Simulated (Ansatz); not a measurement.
Basis sets compared for the cluster BeF₂ (the lowest singlet isomer of a short search). The state is a singlet with charge 0. Geometry PBE0-D4/def2-TZVP. Ansatz on 4 threads of Intel Xeon Platinum 8488C on a shared host; times are rough, and most runs start from earlier orbitals.

```xyz
3

Be   -0.002    0.001    0.003
F     0.842   -0.788    0.754
F    -0.840    0.787   -0.757
```

The structure comes from a short search, and lower isomers may exist.

Binding counts from free atoms (Be singlet, F doublet) in the same basis, without a counterpoise term.

| level | functions | energy (Eh) | HOMO (eV) | LUMO (eV) | binding per atom (eV) | wall time |
| --- | --- | --- | --- | --- | --- | --- |
| HF/STO-3G | 15 | -210.6405 | -11.84 | 8.83 | 2.86 | 0.05 s |
| HF/6-31G | 27 | -213.6305 | -16.98 | 2.95 | 3.10 | 0.05 s |
| HF/def2-TZVP | 81 | -213.7683 | -17.16 | 0.99 | 3.38 | 0.1 s |
| PBE-D4/def2-SVP | 37 | -214.1849 | -9.40 | -1.23 | 4.48 | 0.15 s |
| PBE-D4/def2-TZVP | 81 | -214.4606 | -9.69 | -1.37 | 4.48 | 0.2 s |
| r2SCAN-D4/def2-TZVP | 81 | -214.5899 | -10.17 | -0.76 | 4.41 | 0.4 s |
| PBE0-D4/def2-SVP | 37 | -214.1873 | -11.53 | -0.47 | 4.27 | 0.15 s |
| PBE0-D4/def2-TZVP | 81 | -214.4633 | -11.74 | -0.68 | 4.31 | 0.2 s |

Q: Estimate the rows for PBE-D4/def2-TZVPD, r2SCAN-D4/def2-TZVPD, PBE0-D4/def2-TZVPD.

A: 
```tsv
level	functions	energy (Eh)	HOMO (eV)	LUMO (eV)	binding per atom (eV)	wall time
PBE-D4/def2-TZVPD	102	-214.4644	-9.78	-1.44	4.49	0.25 s
r2SCAN-D4/def2-TZVPD	102	-214.5925	-10.23	-0.82	4.42	0.45 s
PBE0-D4/def2-TZVPD	102	-214.4664	-11.81	-0.74	4.33	0.3 s
```
